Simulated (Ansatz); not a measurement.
Coupled-cluster run, `[CH]=C[SiH](F)F` radical.

```yaml
crystal:
  periodic: [false, false, false]
  atoms:
    - {symbol: C, position_ang: [0.855242, 0.475060, 1.494413]}
    - {symbol: C, position_ang: [0.948744, 0.119839, 0.241936]}
    - {symbol: Si, position_ang: [-0.602361, -0.240749, -0.691934]}
    - {symbol: F, position_ang: [-0.572031, -1.723013, -1.260263]}
    - {symbol: F, position_ang: [-0.719944, 0.713377, -1.955598]}
    - {symbol: H, position_ang: [0.063696, 0.635755, 2.215125]}
    - {symbol: H, position_ang: [1.921463, 0.036923, -0.245897]}
    - {symbol: H, position_ang: [-1.802610, -0.074191, 0.146418]}
basis:
  gaussian: {orbitals: def2-TZVPP}
magnetization: {spin_polarized: true, initial_magnetization: 1}
correlation: {method: ccsd_t}
scf: {omitted_lower_state_checks: [cluster_reference]}
output: {orbitals: {seedname: orbitals}}
```

```sh
$ ansatz run in.yaml --threads 4 --pin off --events-out ev --progress --plain
```

Log, shortened:

```
Functional definition: HF
1272 factors; integrals over basis functions are off by at most 1.0e-3 eV
mean field evaluation 1: about -15383.9770 eV, gradient 2.9e1 eV
mean field evaluation 2: about -15383.9838 eV, gradient 2.9e1 eV
mean field evaluation 4: about -15387.6550 eV, gradient 3.3e0 eV
mean field evaluation 8: about -15387.8524 eV, gradient 5.2e-1 eV
mean field evaluation 16: about -15387.9019 eV, gradient 2.1e-6 eV
mean field -15387.90191671 eV, -565.4949651444 hartree, gradient 5.6e-6 eV, S^2 0.915896; 0 other end points of the search recorded, 0 dependent functions left out
9 core orbitals not correlated: weight in the atoms' cores, before any rotation towards them, 1.000 or more for the frozen orbitals, at most 0.000 for the correlated occupied ones
reference -15387.90191671 eV, -565.4949651444 hartree; 15, 14 occupied and 184, 185 virtual orbitals, 1272 factors
second order -24.14024006 eV of doubles, -0.00000000 eV of singles
cycle   1  -24.30474583 eV  change   -1.6e-1 eV  update   1.1e-1
cycle   2  -24.89100769 eV  change   -5.9e-1 eV  update   4.4e-2
cycle   3  -25.10114662 eV  change   -2.1e-1 eV  update   3.2e-2
cycle   4  -25.10962844 eV  change   -8.5e-3 eV  update   1.7e-2
cycle   5  -25.11487121 eV  change   -5.2e-3 eV  update   8.3e-3
cycle   6  -25.12161320 eV  change   -6.7e-3 eV  update   2.9e-3
cycle   7  -25.12224106 eV  change   -6.3e-4 eV  update   1.2e-3
cycle   8  -25.12198176 eV  change    2.6e-4 eV  update   5.3e-4
cycle   9  -25.12227340 eV  change   -2.9e-4 eV  update   2.7e-4
cycle  10  -25.12219823 eV  change    7.5e-5 eV  update   1.3e-4
cycle  11  -25.12226235 eV  change   -6.4e-5 eV  update   5.8e-5
cycle  12  -25.12233636 eV  change   -7.4e-5 eV  update   2.1e-5
cycle  13  -25.12234978 eV  change   -1.3e-5 eV  update   8.1e-6
perturbative correction -0.88520502 eV, -0.0325306844 hartree
Total energy: -15413.90947151 eV, -566.4507251548 hartree
Checks for a lower state left out: cluster_reference
```

Run time 10 min (4 threads of a server CPU on a shared host); peak host memory 7.9 GiB.

MP2 recovers 92.8 % of the CCSD(T) correlation energy and the triples give 3.4 %; T1 = 0.0272.
